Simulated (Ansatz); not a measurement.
Isolated molecules relaxed with PBE0-D4/def2-TZVP in Ansatz; ΔE leaves out vibrations. CBS: MP2 limit from def2 TZ/QZ plus the TZ coupled-cluster correction, frozen cores. This one scheme is used for every species. DFT in def2-TZVPP. B3LYP here is the variant with VWN-RPA as its local correlation; programs differ in this. def2 core potentials past Kr. For In outer-core shells are correlated without core-valence functions, which leaves a few kJ/mol of doubt a bond. One conformer a species, not always the lowest.

`O[CH2][In]([F])[SiH3]` + H–F → `O[CH2][In]([F])[F]` + SiH₄  (cleavage of the In–Si bond)

```json
{"level": "PBE-D4", "ΔE (kJ/mol)": "-27.8", "difference from CCSD(T)/CBS": "0.2"}
{"level": "r2SCAN-D4", "ΔE (kJ/mol)": "-39.1", "difference from CCSD(T)/CBS": "-11.1"}
{"level": "PBE0-D4", "ΔE (kJ/mol)": "-20.0", "difference from CCSD(T)/CBS": "8.0"}
{"level": "B3LYP-D4", "ΔE (kJ/mol)": "-36.1", "difference from CCSD(T)/CBS": "-8.1"}
{"level": "ωB97X-V", "ΔE (kJ/mol)": "-36.1", "difference from CCSD(T)/CBS": "-8.1"}
{"level": "ωB97M-V", "ΔE (kJ/mol)": "-32.4", "difference from CCSD(T)/CBS": "-4.4"}
{"level": "B2PLYP", "ΔE (kJ/mol)": "-38.4", "difference from CCSD(T)/CBS": "-10.4"}
{"level": "PBE", "ΔE (kJ/mol)": "-30.1", "difference from CCSD(T)/CBS": "-2.1"}
{"level": "r2SCAN", "ΔE (kJ/mol)": "-39.9", "difference from CCSD(T)/CBS": "-11.9"}
{"level": "PBE0", "ΔE (kJ/mol)": "-22.3", "difference from CCSD(T)/CBS": "5.7"}
{"level": "B3LYP", "ΔE (kJ/mol)": "-39.7", "difference from CCSD(T)/CBS": "-11.7"}
{"level": "HF/def2-TZVPP", "ΔE (kJ/mol)": "-40.8", "difference from CCSD(T)/CBS": "-12.8"}
{"level": "MP2/def2-TZVPP", "ΔE (kJ/mol)": "-26.8", "difference from CCSD(T)/CBS": "1.2"}
{"level": "SCS-MP2/def2-TZVPP", "ΔE (kJ/mol)": "-33.8", "difference from CCSD(T)/CBS": "-5.8"}
{"level": "CCSD/def2-TZVPP", "ΔE (kJ/mol)": "-25.0", "difference from CCSD(T)/CBS": "3.0"}
{"level": "CCSD(T)/def2-TZVPP", "ΔE (kJ/mol)": "-26.2", "difference from CCSD(T)/CBS": "1.8"}
{"level": "HF/def2-QZVPP", "ΔE (kJ/mol)": "-43.2", "difference from CCSD(T)/CBS": "-15.2"}
{"level": "MP2/def2-QZVPP", "ΔE (kJ/mol)": "-28.6", "difference from CCSD(T)/CBS": "-0.6"}
{"level": "SCS-MP2/def2-QZVPP", "ΔE (kJ/mol)": "-35.4", "difference from CCSD(T)/CBS": "-7.4"}
{"level": "HF/CBS(def2)", "ΔE (kJ/mol)": "-43.5", "difference from CCSD(T)/CBS": "-15.5"}
{"level": "MP2/CBS(def2)", "ΔE (kJ/mol)": "-28.5", "difference from CCSD(T)/CBS": "-0.5"}
{"level": "CCSD/CBS(def2)", "ΔE (kJ/mol)": "-26.7", "difference from CCSD(T)/CBS": "1.3"}
{"level": "CCSD(T)/CBS", "ΔE (kJ/mol)": "-28.0", "difference from CCSD(T)/CBS": "0"}
```

Largest T1 diagnostic among the species: 0.016.

From PBE to PBE0 (25 % exact exchange), in def2-TZVPP and without D4, ΔE moves by +7.8 kJ/mol. In def2-TZVPP, CCSD(T) changes the Hartree–Fock value by +14.6 kJ/mol (the triples alone add −1.2 kJ/mol) and MP2 by +14.0 kJ/mol. The D4 term adds +3.6 kJ/mol with B3LYP and +2.3 kJ/mol with PBE0; it sums over pairs of atoms, weighted by their polarisabilities, and B3LYP, whose exchange is more repulsive, gets the larger term.
